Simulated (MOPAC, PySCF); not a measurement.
H₄GeOSi, SMILES `[SiH3][Ge][OH]` (lower singlet; H–O–Ge–Si torsion 180°), neutral singlet in the gas phase. This singlet lies 1.32 eV below the relaxed triplet at the level frozen-core CCSD(T)/cc-pVTZ // B3LYP-D3(BJ)/def2-TZVP (Ansatz).

Cartesian coordinates (Å):
```xyz
7

O      1.9417     0.3966     0.1134
Ge     1.1006    -1.1056    -0.4526
Si    -1.1326    -0.0749     0.0015
H      2.9011     0.3200     0.0541
H     -1.2278     0.3725     1.4162
H     -1.3288     1.1099    -0.8765
H     -2.2541    -1.0184    -0.2560
```
Charge 0, spin multiplicity 1.

All levels are single points at this geometry (B3LYP-D3(BJ)/def2-TZVP); Pople sets use spherical d functions. Orbital energies aren't observables, and empty levels follow the basis.

```
level                                     HOMO (eV)  LUMO (eV)  gap (eV)  dipole (D)  vertical IE, Delta-SCF (eV)
----------------------------------------  ---------  ---------  --------  ----------  ---------------------------
B3LYP-D3(BJ)/def2-TZVP in PySCF               -6.06      -2.81      3.25        1.92                            –
B3LYP/3-21G in PySCF                          -5.83      -2.45      3.38        2.49                            –
B3LYP/6-311+G** (LANL2DZ on Ge) in PySCF      -6.14      -2.89      3.25        2.02                            –
HF/3-21G in PySCF                             -8.26       0.53      8.79        2.49                            –
HF/6-31G* in PySCF                            -8.36       0.51      8.87        1.77                         7.48
PM7 in MOPAC                                  -7.84      -1.28      6.56        3.24                            –
```
